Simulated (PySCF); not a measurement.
C4H3BF2O.
Atom-mapped SMILES: `[F:1][B:2]([F:3])/[CH:4]=[C:5]1\[CH:6]=[CH:7][O:8]1` (hydrogens: H9 on C4; H10 on C6; H11 on C7)

Computed by this run: PBE0-D3(BJ)/def2-SVP geometry optimisation, gas phase in PySCF 2.14.0; density fitting, grid level 1; the optimiser is geomeTRIC in internal coordinates, started from a GFN2-xTB structure with every atom displaced at random (about 0.01 Å).

Step 0: E = -12332.5023 eV
```
atom  x, y, z in Å  |  force x, y, z in eV/Å
F1      1.8984    1.3684    0.8279   -0.506   1.555  -0.404
B2      1.8871    0.0773    0.9516    0.190  -0.232   0.040
F3      2.9506   -0.3926    1.5386    0.895  -0.832   0.589
C4      0.7860   -0.8341    0.4674   -2.123   0.274  -0.989
C5     -0.3414   -0.3840   -0.1517    1.226   0.525   0.573
C6     -0.9574    0.8872   -0.5820    0.443  -0.427   0.214
C7     -1.9631    0.1274   -1.0215   -0.075  -0.127   0.024
O8     -1.4212   -1.1008   -0.6313   -0.326  -0.906  -0.081
H9      0.8213   -1.8974    0.6254    0.166  -0.699   0.085
H10    -0.6866    1.9105   -0.5312    0.205   0.994   0.002
H11    -2.9308    0.2118   -1.5090   -0.095  -0.123  -0.054
```

Step 1: E = -12332.6083 eV
```
atom  x, y, z in Å  |  force x, y, z in eV/Å
F1      1.7398    1.3976    0.9057    0.145  -0.230   0.038
B2      1.8719    0.0752    0.9663   -0.127  -0.027  -0.081
F3      3.0418   -0.4068    1.3574   -0.148   0.177   0.018
C4      0.7122   -0.8568    0.5508    0.487   0.116  -0.133
C5     -0.3142   -0.3551   -0.1418   -0.158  -0.334   0.200
C6     -0.9055    0.9023   -0.6076    0.024   0.185   0.099
C7     -1.9212    0.1262   -1.0293    0.000  -0.163  -0.042
O8     -1.3936   -1.1055   -0.6429   -0.069   0.161  -0.030
H9      0.7685   -1.9454    0.6727   -0.090   0.146   0.023
H10    -0.6545    1.9578   -0.5506   -0.005  -0.087  -0.027
H11    -2.9022    0.1845   -1.4966   -0.057   0.056  -0.065
```

Step 2: E = -12332.6197 eV
```
atom  x, y, z in Å  |  force x, y, z in eV/Å
F1      1.7991    1.3951    0.8839   -0.166  -0.006  -0.120
B2      1.8854    0.0729    0.9492    0.045   0.236   0.104
F3      3.0368   -0.3891    1.4042   -0.049  -0.206  -0.008
C4      0.7275   -0.8479    0.5233    0.127  -0.135  -0.168
C5     -0.3306   -0.3733   -0.1428   -0.106   0.093   0.314
C6     -0.9243    0.8933   -0.5821   -0.040   0.005  -0.132
C7     -1.9328    0.1234   -1.0365   -0.027   0.040   0.107
O8     -1.4221   -1.1114   -0.6369    0.149   0.008  -0.051
H9      0.7708   -1.9294    0.6738    0.030  -0.033  -0.001
H10    -0.6654    1.9442   -0.5199    0.021  -0.001  -0.038
H11    -2.9016    0.1961   -1.5320    0.016  -0.001  -0.008
```

Question: Estimate the geometry and energy of step 3. (The exact step hangs on the optimiser's Hessian estimate; all steps are aligned on step 2, rigid shifts and turns removed.)

Answer: E = -12332.6303 eV, largest force 0.191 eV/Å
```
atom  x, y, z in Å  |  force x, y, z in eV/Å
F1      1.7323    1.3953    0.8294    0.070   0.028  -0.029
B2      1.8657    0.0815    0.9369   -0.027   0.000   0.075
F3      3.0063   -0.3665    1.4284    0.063   0.024   0.027
C4      0.7431   -0.8722    0.5084   -0.110  -0.075  -0.137
C5     -0.3256   -0.3881   -0.1333   -0.105   0.079   0.093
C6     -0.9056    0.8891   -0.5657   -0.078  -0.036  -0.083
C7     -1.9265    0.1348   -1.0184    0.042   0.069   0.009
O8     -1.4233   -1.1086   -0.6364    0.065  -0.048   0.050
H9      0.7933   -1.9507    0.6689    0.038  -0.053  -0.028
H10    -0.6258    1.9342   -0.5126    0.008   0.036  -0.006
H11    -2.8910    0.2252   -1.5216    0.035  -0.023   0.029
```

The energy changes by -0.0107 eV. The first-order estimate −F·Δx gives -0.0241 eV and the mean of the old and new forces, exact on a quadratic surface, -0.0108 eV. The step makes an angle of 73° with the force vector and moves no atom by more than 0.086 Å.

What follows is the cost of the whole optimisation. Hardware: Arm Neoverse V2, one thread, shared host with 32 logical CPUs at a one-minute load of 41. Cost: 2.2 min, 0.52 GiB resident at most.
